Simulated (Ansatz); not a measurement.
`F[C](F)(F)[Ge]([F])([F])[C](F)(F)F`. The species carries charge 0 and has multiplicity 1.

```json
{"atom": "F1", "x (Å)": "-0.870", "y (Å)": "-1.556", "z (Å)": "1.529"}
{"atom": "C2", "x (Å)": "0.221", "y (Å)": "-0.786", "z (Å)": "1.530"}
{"atom": "F3", "x (Å)": "0.396", "y (Å)": "-0.313", "z (Å)": "2.761"}
{"atom": "F4", "x (Å)": "1.269", "y (Å)": "-1.554", "z (Å)": "1.224"}
{"atom": "Ge5", "x (Å)": "0.028", "y (Å)": "0.704", "z (Å)": "0.197"}
{"atom": "F6", "x (Å)": "-1.294", "y (Å)": "1.683", "z (Å)": "0.668"}
{"atom": "F7", "x (Å)": "1.431", "y (Å)": "1.683", "z (Å)": "0.274"}
{"atom": "C8", "x (Å)": "-0.247", "y (Å)": "0.140", "z (Å)": "-1.711"}
{"atom": "F9", "x (Å)": "0.782", "y (Å)": "-0.600", "z (Å)": "-2.132"}
{"atom": "F10", "x (Å)": "-1.357", "y (Å)": "-0.594", "z (Å)": "-1.825"}
{"atom": "F11", "x (Å)": "-0.360", "y (Å)": "1.194", "z (Å)": "-2.515"}
```

(1) List the harmonic frequencies (cm⁻¹, unscaled) at PBE0-D4/def2-TZVP in Ansatz. (Best estimate.)

Results:

(1) Computed: 12, 25, 57, 97, 112, 152, 213, 231, 232, 241, 283, 310, 366, 525, 527, 532, 534, 727, 753, 756, 756, 1162, 1164, 1185, 1196, 1197, 1210.
